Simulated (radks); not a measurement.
Results of a calculation; reference values are marked as such.
Q: Species: Tl. Configuration: [Hg] 6p1. Code: a radial shooting solver on a logarithmic mesh with Libxc functionals. Model: non-relativistic Kohn-Sham, PBEsol, spin-polarised, spherical densities, point nucleus; open shells are filled with parallel spins first (spin-orbit coupling, left out, can overturn this in heavy ions); relativity is left out, which matters for an element this heavy. Some entries of the table are withheld. Estimate them.

orbital  occ.  eigenvalue (eV)  <1/r> (bohr^-1)
1s up       1        -76971.41            80.43
1s down     1        -76971.40            80.43
2s up       1        -12927.65            18.95
2s down     1        -12927.65            18.95
2p up       3        -12443.45            18.99
2p down     3        -12443.44            18.99
3s up       1        -3062.564            7.362
3s down     1        -3062.562            7.362
3p up       3        -2832.654            7.320
3p down     3        -2832.650            7.320
3d up       5        -2403.198            7.255
3d down     5        -2403.195            7.255
4s up       1        -666.4556            3.236
4s down     1        -666.4501            3.236
4p up       3        -566.1415            3.150
4p down     3        -566.1355            3.150
4d up       5        -381.0982            2.973
4d down     5        -381.0920            2.973
4f up       7        -131.2179            2.651
4f down     7        -131.2110            2.651
5s up       1        -103.5583            1.367
5s down     1        -103.5465            1.367
5p up       3         -70.5491            1.257
5p down     3         -70.5348            1.257
5d up       5         -18.2161              (1)
5d down     5         -18.1441              (2)
6s up       1          -7.7684           0.4441
6s down     1          -7.1970           0.4496
6p up       1          -2.8481           0.3305
6p down     0          -2.1914           0.3301

A: 
(1) 5d up <1/r> (bohr^-1): 0.9650
(2) 5d down <1/r> (bohr^-1): 0.9679
